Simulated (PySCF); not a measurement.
C5H7OPS.
Atom-mapped SMILES: `[CH3:1][O:2][c:3]1[p:4][cH:5][c:6]([CH3:7])[s:8]1`

Geometry (GFN2-xTB, Å), atoms numbered from 1 in this order:
```
atom  x, y, z in Å
C1     3.045    0.413   -0.171
O2     2.386   -0.797    0.103
C3     1.041   -0.782    0.157
P4     0.166   -2.224    0.488
C5    -1.385   -1.379    0.380
C6    -1.410   -0.057    0.111
C7    -2.615    0.812   -0.015
S8     0.149    0.685   -0.106
H9     2.825    1.163    0.597
H10    2.748    0.810   -1.148
H11    4.110    0.187   -0.171
H12   -2.302   -1.927    0.531
H13   -2.588    1.616    0.720
H14   -2.660    1.265   -1.005
H15   -3.515    0.222    0.142
```

Probes without a nucleus sit at each ring's centroid and 1 Å off its mean plane on both sides; NICS is minus the shielding there, NICSzz its component along the normal. Level: GIAO PBE0/pcSseg-1 (PySCF, non-relativistic, gas phase) on the GFN2-xTB geometry, one conformer.

Ring bond lengths (Å), with Mayer bond orders in brackets: C3–P4 1.719 (1.40), P4–C5 1.769 (1.11), C5–C6 1.350 (1.66), C6–S8 1.740 (1.11), S8–C3 1.737 (1.10).

Problem. Give the NICS values of each ring in ppm.

Solution. 
```json
{"ring": "C3–P4–C5–C6–S8", "type": "5-membered ring with P and S; formal bonds all aromatic", "NICS(0)": "-10.5", "NICS(1), two faces": "-9.6 / -9.6", "NICS(1)zz, two faces": "-19.5 / -19.5", "rms pucker (Å)": "0.00", "centre to ring atoms, mean (Å)": "1.41"}
```

Problem. What do they say, and how far can they be read as aromaticity?

Solution. 
- C3–P4–C5–C6–S8: mean NICS(1)zz -19.5 ppm, shielded.

Problem. How equal are the bonds by HOMA? HOMA = 1 − mean of α(R − Ropt)² over the ring bonds, with Krygowski's 1993 parameters (CC: Ropt 1.388 Å, α 257.7 Å⁻²; CP: Ropt 1.698 Å, α 118.91 Å⁻²; CS: Ropt 1.677 Å, α 94.09 Å⁻²).

Solution. 
- C3–P4–C5–C6–S8: HOMA 0.65; the largest term is that of P4–C5, α(R − Ropt)² = 0.61.

Problem. At the first NICS(1) probe listed for ring C3–P4–C5–C6–S8, 1 Å off the ring, what do the in-plane components average?

Solution. The isotropic value is a third of the trace: (3 × -9.6 − (-19.5))/2 = -4.6 ppm.
